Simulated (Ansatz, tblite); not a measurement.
Cyclo-(X2GeSe)n: gap (eV) at several levels, gas phase, relaxed structures; Ansatz, xTB through tblite. The structures are stationary points that may keep the symmetry of their start.

```json
{"species": "cyclo-(F2GeSe)2 (Ge2Se2F4)", "state": "singlet", "geometry": "r2SCAN-D4/def2-SVP", "GFN1-xTB": "4.01", "GFN2-xTB": "2.42", "PBE-D4/def2-SVP": "3.34", "B3LYP-D4/6-31G": "4.62", "PBE0-D4/def2-SVP": "5.37", "PBE0-D4/def2-TZVP": "5.37"}
{"species": "cyclo-(Cl2GeSe)3 (Ge3Se3Cl6)", "state": "singlet", "geometry": "PBE-D4/def2-SVP", "GFN1-xTB": "4.21", "GFN2-xTB": "2.66", "PBE-D4/def2-SVP": "3.16", "B3LYP-D4/6-31G": "4.32", "PBE0-D4/def2-SVP": "5.15", "PBE0-D4/def2-TZVP": "5.13"}
```

Estimate the rows for cyclo-(H2GeSe)2 (Ge2H4Se2) (singlet, PBE-D4/def2-SVP geometry).


| species | state | geometry | GFN1-xTB | GFN2-xTB | PBE-D4/def2-SVP | B3LYP-D4/6-31G | PBE0-D4/def2-SVP | PBE0-D4/def2-TZVP |
| --- | --- | --- | --- | --- | --- | --- | --- | --- |
| cyclo-(H2GeSe)2 (Ge2H4Se2) | singlet | PBE-D4/def2-SVP | 4.63 | 3.06 | 3.41 | 4.67 | 5.40 | 5.29 |

Over the 3 species that have every level, the mean is 4.28 at GFN1-xTB, 2.71 at GFN2-xTB, 3.30 at PBE-D4/def2-SVP, 4.54 at B3LYP-D4/6-31G, 5.31 at PBE0-D4/def2-SVP, 5.26 at PBE0-D4/def2-TZVP. Orbital gaps grow with the share of exact exchange and aren't one observable across functionals.
